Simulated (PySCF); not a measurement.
Compound: C4H11NSi2.
Geometry (GFN2-xTB, Å), atoms numbered from 1 in this order:
```xyz
18
C4H11NSi2 angstrom
C      2.985   -1.254   -0.602
N      1.606   -0.945   -0.396
C      1.246   -0.192    0.544
Si    -0.580    0.229    0.769
C     -1.757   -0.784   -0.350
Si    -2.250    0.771   -1.358
C     -1.113    1.801   -0.202
H      3.102   -2.338   -0.564
H      3.262   -0.928   -1.606
H      3.657   -0.787    0.134
H      1.989    0.248    1.234
H     -0.875    0.251    2.210
H     -1.255   -1.556   -0.926
H     -2.579   -1.263    0.174
H     -1.837    0.760   -2.763
H     -3.669    1.131   -1.266
H     -0.305    2.326   -0.706
H     -1.636    2.539    0.399
```

The closed-shell ground state was solved at several levels (PySCF, density fitting, gas phase, non-relativistic).

| level | basis functions | HOMO (eV) | LUMO (eV) | gap (eV) | dipole (D) |
| --- | --- | --- | --- | --- | --- |
| PBE0/def2-SVPD | 236 | -6.93 | -0.90 | 6.03 | 1.37 |
| PBE0/pcSseg-1 | 188 | -6.91 | -0.78 | 6.13 | 1.41 |

Problem. Estimate the row for B3LYP/def2-SVPD, a basis of 236 functions; the other rows only guide the guess.

Solution. HOMO -6.73 eV, LUMO -1.12 eV, gap 5.61 eV, dipole 1.35 D.

Problem. Over all these levels, which gives the widest orbital gap and which the narrowest?

Solution. PBE0/pcSseg-1 (global hybrid, 25 % exact exchange) has the widest, 6.13 eV, and B3LYP/def2-SVPD (global hybrid, 20 % exact exchange) the narrowest, 5.61 eV. Functional and basis both differ between the two, so the spread mixes both effects.

Problem. How far do the dipole and the HOMO energy spread over the levels?

Solution. The dipole runs from 1.35 to 1.41 D (mean 1.38 D) and the HOMO from -6.93 to -6.73 eV.

One conformer stands for the species.
